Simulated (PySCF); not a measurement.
The group X on allenyl-X is varied. All species are isolated molecules in the gas phase. One relaxed conformer stands for each flexible species; it need not be the lowest. Strings in code marks are SMILES.

Quantity: vertical ionisation energy (energy after one electron is removed minus that of the parent at the parent's geometry), in eV.

Case: `C=C=CF`. Geometry of `C(=CF)=C` (neutral, multiplicity 1, Å):

```xyz
7

C     -1.3289     0.0101     0.0028
C     -0.0301    -0.0074    -0.0021
C      1.2674    -0.0687    -0.0227
F      2.0463     0.9670     0.3314
H     -1.8936     0.3220    -0.8712
H     -1.8950    -0.2804     0.8832
H      1.8339    -0.9427    -0.3213
```

Task: Predict the vertical ionisation energy (energy after one electron is removed minus that of the parent at the parent's geometry) from PBE-D3(BJ)/def2-TZVP // PBE0-D3(BJ)/def2-TZVP (PySCF).

Result: 9.74 eV.
